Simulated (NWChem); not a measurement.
System: C₅H₄FN; SMILES Fc1ccncc1

Here is an NWChem input.

```
start job
memory heap 200 mb stack 900 mb global 1100 mb
geometry units angstroms noautosym nocenter noautoz
  F      0.000000     0.000000     2.273880
  C      0.000000     0.000000     0.933467
  C      0.000000    -1.212914     0.235939
  C      0.000000    -1.145951    -1.166923
  N      0.000000     0.000000    -1.866626
  C      0.000000     1.145951    -1.166923
  C      0.000000     1.212914     0.235939
  H      0.000000    -2.169639     0.777053
  H      0.000000    -2.081661    -1.754215
  H      0.000000     2.081661    -1.754215
  H      0.000000     2.169639     0.777053
end
basis spherical
  F library def2-svp
  C library def2-svp
  N library def2-svp
  H library def2-svp
end
dft
  xc b3lyp
  iterations 150
end
property
  shielding 7 1 2 3 4 5 8 9
end
task dft property
```

NWChem printed, in part:

```
             Northwest Computational Chemistry Package (NWChem) 7.3.0
             --------------------------------------------------------

                             Geometry "geometry" -> ""
                             -------------------------

 Output coordinates in angstroms (scale by  1.889725989 to convert to a.u.)

  No.       Tag          Charge          X              Y              Z
 ---- ---------------- ---------- -------------- -------------- --------------
    1 F                    9.0000     0.00000000     0.00000000     2.27388000
    2 C                    6.0000     0.00000000     0.00000000     0.93346700
    3 C                    6.0000     0.00000000    -1.21291400     0.23593900
    4 C                    6.0000     0.00000000    -1.14595100    -1.16692300
    5 N                    7.0000     0.00000000     0.00000000    -1.86662600
    6 C                    6.0000     0.00000000     1.14595100    -1.16692300
    7 C                    6.0000     0.00000000     1.21291400     0.23593900
    8 H                    1.0000     0.00000000    -2.16963900     0.77705300
    9 H                    1.0000     0.00000000    -2.08166100    -1.75421500
   10 H                    1.0000     0.00000000     2.08166100    -1.75421500
   11 H                    1.0000     0.00000000     2.16963900     0.77705300

 Effective nuclear repulsion energy (a.u.)     270.4482890600

                              NWChem Property Module
                              ----------------------

  itol2e modified to match energy
  convergence criterion.

                                 NWChem DFT Module
                                 -----------------

 Summary of "ao basis" -> "ao basis" (spherical)
 ------------------------------------------------------------------------------
       Tag                 Description            Shells   Functions and Types
 ---------------- ------------------------------  ------  ---------------------
 F                          def2-svp                 6       14   3s2p1d
 C                          def2-svp                 6       14   3s2p1d
 N                          def2-svp                 6       14   3s2p1d
 H                          def2-svp                 3        5   2s1p

  itol2e modified to match energy
  convergence criterion.

            General Information
            -------------------
          SCF calculation type: DFT
          Wavefunction type:  closed shell.
          No. of atoms     :    11
          No. of electrons :    50
           Alpha electrons :    25
            Beta electrons :    25
          Charge           :     0
          Spin multiplicity:     1
          Use of symmetry is: off; symmetry adaption is: off
          Maximum number of iterations: 150
          AO basis - number of functions:   118
                     number of shells:    54
          Convergence on energy requested:  1.00D-07
          Convergence on density requested:  1.00D-05
          Convergence on gradient requested:  5.00D-04

              XC Information
              --------------
                         B3LYP Method XC Potential
                     Hartree-Fock (Exact) Exchange  0.200
                        Slater Exchange Functional  0.800 local
                    Becke 1988 Exchange Functional  0.720 non-local
              Lee-Yang-Parr Correlation Functional  0.810
                  VWN I RPA Correlation Functional  0.190 local

[...]

          -----------------------------------------
          Chemical Shielding Tensors (GIAO, in ppm)
          -----------------------------------------

                                NWChem CPHF Module
                                ------------------

  scftype          =     RHF
  nclosed          =       25
  nopen            =        0
  variables        =     2325
  # of vectors     =        3
  tolerance        = 0.10D-03
  level shift      = 0.00D+00
  max iterations   =       50
  max subspace     =       30

 SCF residual:    4.2611206895674681E-005

Iterative solution of linear equations
  No. of variables     2325
  No. of equations        3
  Maximum subspace       30
        Iterations       50
       Convergence  1.0D-04

   iter   nsub   residual    time
   ----  ------  --------  ---------
     1      3    6.09D-01      66.1
     2      6    7.15D-02      71.1
     3      9    3.10D-03      76.1
     4     12    1.74D-04      81.2
     5     15    9.19D-06      86.2

      Atom:    1  F
        Diamagnetic
    466.4173     -0.0000     -0.0000
     -0.0000    465.7982      0.0000
     -0.0000      0.0000    494.3628

        Paramagnetic
    -85.4035     -0.0000     -0.0000
     -0.0000   -255.5302     -0.0000
     -0.0000     -0.0000   -216.8512

        Total Shielding Tensor
    381.0137     -0.0000     -0.0000
     -0.0000    210.2681     -0.0000
     -0.0000     -0.0000    277.5116

           isotropic =     289.5978
          anisotropy =     137.1239

          Principal Components and Axis System
                 1           2           3
              381.0137    277.5116    210.2681

      1         1.0000      0.0000      0.0000
      2        -0.0000     -0.0000      1.0000
      3        -0.0000      1.0000      0.0000

      Atom:    2  C
        Diamagnetic
    230.3710     -0.0000     -0.0000
     -0.0000    259.8490     -0.0000
     -0.0000     -0.0000    262.2592

        Paramagnetic
   -130.0209      0.0000      0.0000
      0.0000   -233.7223     -0.0000
      0.0000     -0.0000   -327.6395

        Total Shielding Tensor
    100.3500     -0.0000      0.0000
     -0.0000     26.1267     -0.0000
      0.0000     -0.0000    -65.3804

           isotropic =      20.3655
          anisotropy =     119.9769

          Principal Components and Axis System
                 1           2           3
              100.3500    -65.3804     26.1267

      1         1.0000     -0.0000      0.0000
      2        -0.0000      0.0000      1.0000
      3         0.0000      1.0000     -0.0000

      Atom:    3  C
        Diamagnetic
    236.9896     -0.0000      0.0000
     -0.0000    263.1235      0.2814
      0.0000      0.2814    265.2122

        Paramagnetic
    -66.4574      0.0000      0.0000
      0.0000   -242.0048     36.5210
      0.0000     36.5210   -222.2604

        Total Shielding Tensor
    170.5322     -0.0000      0.0000
     -0.0000     21.1186     36.8024
      0.0000     36.8024     42.9519

           isotropic =      78.2009
          anisotropy =     138.4970

          Principal Components and Axis System
                 1           2           3
              170.5322     70.4225     -6.3521

      1         1.0000     -0.0000      0.0000
      2         0.0000      0.5982      0.8014
      3         0.0000      0.8014     -0.5982

      Atom:    4  C
        Diamagnetic
    237.8110     -0.0000      0.0000
     -0.0000    261.2759     -1.5651
      0.0000     -1.5651    265.2840

        Paramagnetic
    -89.9367     -0.0000     -0.0000
     -0.0000   -310.6232    -30.2909
     -0.0000    -30.2909   -248.1986

        Total Shielding Tensor
    147.8743     -0.0000     -0.0000
     -0.0000    -49.3473    -31.8560
     -0.0000    -31.8560     17.0854

           isotropic =      38.5375
          anisotropy =     164.0053

          Principal Components and Axis System
                 1           2           3
              147.8743    -62.1541     29.8922

      1         1.0000      0.0000     -0.0000
      2        -0.0000      0.9278     -0.3730
      3        -0.0000      0.3730      0.9278

      Atom:    5  N
        Diamagnetic
    309.7594     -0.0000     -0.0000
     -0.0000    348.5438      0.0000
     -0.0000      0.0000    311.9601

        Paramagnetic
     -5.7157     -0.0000     -0.0000
     -0.0000   -721.2292      0.0000
     -0.0000      0.0000   -452.2817

        Total Shielding Tensor
    304.0437     -0.0000     -0.0000
     -0.0000   -372.6853      0.0000
     -0.0000      0.0000   -140.3216

           isotropic =     -69.6544
          anisotropy =    -454.5464

          Principal Components and Axis System
                 1           2           3
             -372.6853    304.0437   -140.3216

      1         0.0000      1.0000      0.0000
      2         1.0000     -0.0000      0.0000
      3        -0.0000     -0.0000      1.0000

      Atom:    6  H
        Diamagnetic
     21.9941     -0.0000      0.0000
     -0.0000     39.6714     -5.7005
      0.0000     -5.7005     31.0821

        Paramagnetic
     -0.0227      0.0000      0.0000
      0.0000    -13.6321      7.9520
      0.0000      7.9520     -5.3599

        Total Shielding Tensor
     21.9714     -0.0000      0.0000
     -0.0000     26.0392      2.2515
      0.0000      2.2515     25.7223

           isotropic =      24.5776
          anisotropy =       5.3403

          Principal Components and Axis System
                 1           2           3
               28.1378     23.6237     21.9714

      1         0.0000      0.0000      1.0000
      2         0.7315     -0.6818      0.0000
      3         0.6818      0.7315     -0.0000

      Atom:    7  H
        Diamagnetic
     22.9477      0.0000      0.0000
      0.0000     38.4738      7.5129
      0.0000      7.5129     31.8192

        Paramagnetic
     -3.6258     -0.0000     -0.0000
     -0.0000    -16.0867     -8.0913
     -0.0000     -8.0913     -4.9072

[...]
```

Level: B3LYP/def2-SVP, GIAO. All runs use the structure optimised with PBE-D3(BJ)/def2-SVP. The output numbers the shielded atoms by their place in the input's list. The printed shielding anisotropy is the first printed principal value minus the mean of the other two.
